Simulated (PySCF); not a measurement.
V- (vanadium, charge -1) across methods

[Ar] 3d4 4s2, high-spin 5D determinant. Calculation: PySCF 2.14, in aug-cc-pwCVTZ (10s9p7d4f3g, 127 functions); the non-relativistic Hamiltonian (point nucleus).

```
method  E (hartree)  mean ε 4s α (eV)  mean ε 4s β (eV)  mean ε 3d α (eV)  Σ⟨r²⟩ (bohr²)   ⟨S²⟩
  PW91     -943.995             0.298             1.090             1.560          83.71  6.063
M06-2X     -943.907            -0.119             0.170            -1.148          86.55  6.007
r2SCAN     -943.913            -0.040             0.956             1.195          89.03  6.198
   LDA     -941.807             0.220             1.005             1.526          82.55  6.062
  PBE0     -943.735            -0.117             0.704             0.256          85.07  6.075
   PBE     -943.716             0.332             1.084             1.596          84.09  6.060
  BLYP     -943.983             0.574             1.125             1.832          83.92  6.036
   UHF   -942.87538            -1.960             0.211            -4.933          118.6  6.444
```

⟨S²⟩ = 6.06 against 6.00 shows spin contamination. At PW91 the highest occupied level has a positive energy, so only the finite basis holds that electron; in a semilocal or global hybrid functional this comes from self-interaction and does not mean that the real anion is unbound.

The highest occupied level is positive at PW91, M06-2X, r2SCAN, LDA, PBE0, PBE, BLYP, UHF: only the finite basis holds that electron, at UHF too, so the state is unbound at these levels.
